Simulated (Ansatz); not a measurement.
The cluster Nb₅, relaxed as a doublet with UKS PBE0-D4/def2-SVP in Ansatz, starting from the GFN2-xTB geometry. Force threshold 0.02 eV/Å.

In the def2 sets Nb takes a core potential; there is no spin–orbit coupling. The charge 0 doublet is spin-contaminated (final ⟨S²⟩ up to 0.85, 0.75 for a pure state). The relaxation made no stability test and no search for a lower SCF solution. The structure comes from a short search, and lower isomers may exist.

Start:

Cartesian coordinates in Å:
```
Nb 0.556 -2.037 1.731
Nb -1.104 1.123 2.178
Nb 0.267 -1.816 -1.939
Nb 1.869 1.219 -0.422
Nb -1.588 1.511 -1.548
```

```csv
step,energy (eV),largest force component (eV/Å),SCF passes
1,-7732.9728,1.237,300
2,-7733.5961,2.277,180
3,-7735.6199,2.935,177
4,-7738.0760,3.719,139
5,-7740.6448,3.156,111
6,-7742.1839,1.570,112
7,-7742.6378,1.443,78
8,-7743.1225,1.473,149
9,-7743.6990,0.927,83
10,-7743.8846,1.011,80
11,-7744.1708,0.919,69
12,-7744.2201,0.497,80
13,-7744.2438,0.151,64
14,-7744.2512,0.170,62
15,-7744.2556,0.076,57
16,-7744.2566,0.031,63
17,-7744.2567,0.023,63
18,-7744.2568,0.006,57
```

Force components are those of the run's own axes.

End:

```xyz
5

Nb    0.730   -1.333    1.224
Nb   -0.896    0.504    1.158
Nb   -0.198   -1.129   -1.040
Nb    1.338    0.765   -0.144
Nb   -0.975    1.193   -1.198
```

Bonds formed: Nb1–Nb5, Nb2–Nb3 (atoms count from 1). Metal–metal contacts that move far: Nb1–Nb4 4.12 to 2.58 Å, Nb3–Nb5 3.83 to 2.45 Å, Nb2–Nb4 3.95 to 2.60 Å, Nb2–Nb5 3.78 to 2.46 Å.

No frequencies were taken in this run, so the end may be a saddle point.

Run time 2.8 min (4 threads of Intel Xeon on a shared host), peak host memory 0.66 GiB.
